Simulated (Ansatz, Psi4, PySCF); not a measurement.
C3H11OSi, charge +1, singlet, at a GFN2-xTB geometry, atoms displaced at random by about 0.03 Å a coordinate. Base run: HF/STO-3G, gradient run with PySCF.

Here is a job for PySCF.
```python
from pyscf import gto, scf

mol = gto.Mole()
mol.atom = '''
    C    -0.006498    1.573942   -1.054053
    Si    0.204840   -0.022590   -0.167167
    C    -0.612760   -1.525007   -1.008808
    C     1.652816   -0.230640    0.995075
    O    -1.216110    0.213007    1.279830
    H     0.676205    1.689223   -1.928988
    H     0.176568    2.437539   -0.431963
    H    -1.001040    1.731484   -1.495654
    H    -0.649543   -2.369790   -0.247919
    H     0.152400   -2.054242   -1.711457
    H    -1.504187   -1.347738   -1.426276
    H     1.524818   -1.031885    1.740717
    H     2.570168   -0.524674    0.400594
    H     1.900581    0.656774    1.502643
    H    -1.115475    0.801711    1.973816
    H    -2.126117    0.086021    1.070788
'''
mol.basis = 'sto-3g'
mol.charge = 1
mol.spin = 0
mol.verbose = 4
mol.build()

mf = scf.RHF(mol)
mf.kernel()
g = mf.nuc_grad_method()
grad = g.kernel()
```

Programs used: Ansatz (a first-principles code), Psi4, PySCF; a row that names a program was run with it.

The coordinate followed is z of atom 15.

The base run was repeated with changes; each row names its change, and settings that it needs were set with it.

| change | dE/dx (Eh/bohr) | net force (Eh/bohr) |
|---|---|---|
| base | -0.074385 | 0.000000 |
| density fitting = on; auxbasis_response = off | -0.074392 | 0.002448 |
| finite difference step (bohr) = 1e-4; conv_tol = 1e-11 | -0.074384 | - |
| finite difference step (bohr) = 0.05; conv_tol = 1e-11 | -0.074691 | - |
| conv_tol = 1e-4 | -0.074391 | 0.000000 |
| conv_tol = 1e-11 | -0.074384 | 0.000000 |
| finite difference step (bohr) = 1e-3; conv_tol = 1e-11 | -0.074385 | - |
| code = psi4 | -0.074387 | 0.000000 |
| conv_tol = 1e-6 | -0.074386 | 0.000000 |
| code = ansatz | -0.074385 | 0.000000 |
| finite difference step (bohr) = 1e-5; conv_tol = 1e-11 | -0.074384 | - |
| finite difference step (bohr) = 0.2; conv_tol = 1e-11 | -0.079222 | - |

The net force is zero for an exact gradient.
